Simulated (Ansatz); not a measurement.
Born–Oppenheimer molecular dynamics of BrClFH$_{5}$HfN$_{2}$ (11 atoms, charge 0, multiplicity 1). It starts at the highest image of a converged band, a first-order saddle point between two minima.

The calculation used RKS PBE/def2-SVP (Ansatz).

```json
{
 "ensemble": "NVE (velocity Verlet)",
 "time step": "0.5 fs",
 "steps asked": "200",
 "starting velocities drawn for": "300 K",
 "seed": "9696"
}
```

First frame:

```xyz
11
Properties=species:S:1:pos:R:3
Hf -0.321 0.012 -0.082
Cl 0.242 0.484 2.468
N 1.680 0.013 -0.402
H 2.154 -0.539 -1.128
H 2.394 0.467 0.179
N -0.932 1.764 -0.884
H -1.922 1.972 -1.071
H -0.356 2.510 -1.285
F -0.798 -1.415 -1.282
Br -2.612 -0.606 1.507
H -1.268 0.014 2.355
```

Q: How far do the bonds stretch over the last three quarters of this one trajectory? (Pairs bonded in most of those frames.)

A: 
```
    bond  mean (Å)  spread (Å)  shortest  longest
 Hf1–Cl2     2.847       0.020      2.78     2.86
  Hf1–N3     2.039       0.025      2.00     2.08
  Hf1–N6     2.011       0.014      1.98     2.03
  Hf1–F9     1.913       0.063      1.83     2.02
Hf1–Br10     2.812       0.035      2.74     2.86
 Cl2–H11     1.461       0.034      1.38     1.53
   N3–H4     1.029       0.015      1.00     1.05
   N3–H5     1.028       0.010      1.01     1.05
   N6–H7     1.031       0.026      0.99     1.07
   N6–H8     1.026       0.016      1.00     1.05
Br10–H11     1.837       0.039      1.77     1.95
```

Pairs bonded in part of these frames only: Br10–H11 92 %.

Mean temperature of the second half: 150 K. The conserved energy stayed within 0.14 meV per atom of its start (net change 0.091 meV per atom), so the integration is sound. A run of 0.1 ps of so small a system gives no equilibrium averages. The orbitals stay closed-shell, which can raise the energy where a bond breaks towards radicals; this wasn't checked here.

Run time: 8.4 min on 4 threads of Arm Neoverse V1 (shared host), peak memory 0.24 GiB.
